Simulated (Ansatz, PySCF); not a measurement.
C5H9F, SMILES F[C@H](C(=C)C)C. Atoms are numbered in the order given.

```xyz
15

C     -1.3564    -1.0771     0.6647
C     -0.7365    -0.2064    -0.1352
C     -1.2664     0.1980    -1.4879
C      0.5640     0.4478     0.2823
C      1.7379     0.0819    -0.6142
F      0.8886     0.0891     1.5812
H     -0.9387    -1.3395     1.6392
H     -2.2998    -1.5437     0.3646
H     -0.6241    -0.1788    -2.3012
H     -1.3043     1.2963    -1.5877
H     -2.2798    -0.1967    -1.6471
H      0.4203     1.5456     0.2793
H      2.6597     0.5407    -0.2271
H      1.5785     0.4381    -1.6427
H      1.8657    -1.0113    -0.6341
```

The structure is a stationary point at ωB97X-D3(BJ)/def2-SVP. The values are those of a single conformer.

Two levels are set side by side: PBE-D3(BJ)/def2-SVP (Ansatz, an electronic-structure program) and ωB97X-D3(BJ)/def2-SVP (PySCF). Each level has its own optimised geometry; the coordinates shown are those of the second. Frequencies come from the Hessian of PySCF at each geometry. Differences are taken from unrounded values.

| quantity | ωB97X-D3(BJ) | PBE-D3(BJ) | PBE-D3(BJ) minus ωB97X-D3(BJ) |
|---|---|---|---|
| mean bond length (Å) | 1.226 | 1.233 | 0.007 |
| bond C1–C2 (Å) | 1.335 | 1.346 | 0.011 |
| bond C2–C3 (Å) | 1.508 | 1.506 | -0.002 |
| bond C2–C4 (Å) | 1.514 | 1.517 | 0.002 |
| bond C4–C5 (Å) | 1.522 | 1.526 | 0.004 |
| bond C4–F6 (Å) | 1.386 | 1.395 | 0.009 |
| bond C1–H7 (Å) | 1.092 | 1.099 | 0.007 |
| bond C1–H8 (Å) | 1.094 | 1.101 | 0.007 |
| bond C3–H9 (Å) | 1.103 | 1.111 | 0.009 |
| bond C3–H10 (Å) | 1.103 | 1.112 | 0.008 |
| bond C3–H11 (Å) | 1.099 | 1.107 | 0.007 |
| bond C4–H12 (Å) | 1.107 | 1.118 | 0.011 |
| bond C5–H13 (Å) | 1.100 | 1.107 | 0.007 |
| bond C5–H14 (Å) | 1.100 | 1.107 | 0.007 |
| bond C5–H15 (Å) | 1.101 | 1.108 | 0.007 |
| highest harmonic wavenumber (cm⁻¹) | 3287 | 3190 | -97 |
| mean harmonic wavenumber (cm⁻¹) | 1464 | 1406 | -58 |
| zero-point energy (kcal/mol) | 81.64 | 78.39 | -3.25 |

Exact exchange shortens and stiffens bonds; PBE has none. Differences between two approximate levels are no errors against the true value.
